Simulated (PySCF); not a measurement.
C5H4F2, SMILES FC1(F)C=CC=C1. Atoms are numbered in the order given.

```xyz
11

F      1.1000     0.0000    -1.4052
C      0.0000     0.0000    -0.5831
F     -1.1000     0.0000    -1.4052
C      0.0000    -1.2030     0.3540
C      0.0000    -0.7469     1.6243
C      0.0000     0.7469     1.6243
C      0.0000     1.2030     0.3540
H      0.0000    -2.2378    -0.0101
H      0.0000    -1.3602     2.5363
H      0.0000     1.3602     2.5363
H      0.0000     2.2378    -0.0101
```

Coordinates come from a PBE-D3(BJ)/def2-SVP optimisation. Other conformers were not sampled.

All values below come from PBE-D3(BJ)/def2-SVP (PySCF).

Frequencies are harmonic and unscaled.

```csv
mode,ν (cm⁻¹),IR (km/mol),moving atoms (share of kinetic energy)
1,160,0.0,"C 46 %, F 42 %, H 12 %"
2,242,0.0,"F 51 %, C 27 %, H 22 %"
3,419,8.9,"F 69 %, C 28 %"
4,446,2.8,"C 54 %, F 31 %, H 16 %"
5,532,15.3,"H 38 %, C 34 %, F 28 %"
6,547,0.0,"C 67 %, H 29 %"
7,659,2.3,"F 69 %, C 27 %"
8,701,0.0,"H 68 %, C 31 %"
9,738,41.3,"H 61 %, C 24 %, F 15 %"
10,744,0.8,"C 90 %, H 10 %"
11,835,1.0,"C 68 %, H 28 %"
12,930,1.8,"H 75 %, C 25 %"
13,936,0.0,"H 69 %, C 31 %"
14,955,2.4,"C 65 %, H 30 %"
15,1025,9.1,"H 88 %, C 9 %"
16,1048,10.8,"H 85 %, C 15 %"
17,1085,228.3,"C 75 %, F 23 %"
18,1159,18.0,"C 62 %, H 37 %"
19,1204,115.3,"C 75 %, H 13 %, F 12 %"
20,1269,3.5,"C 55 %, H 45 %"
21,1333,83.5,"C 57 %, H 42 %"
22,1586,5.5,C 95 %
23,1639,0.0,"C 91 %, H 9 %"
24,3145,7.2,"H 92 %, C 8 %"
25,3155,3.9,"H 92 %, C 8 %"
26,3184,0.0,"H 91 %, C 9 %"
27,3186,0.0,"H 90 %, C 10 %"
```
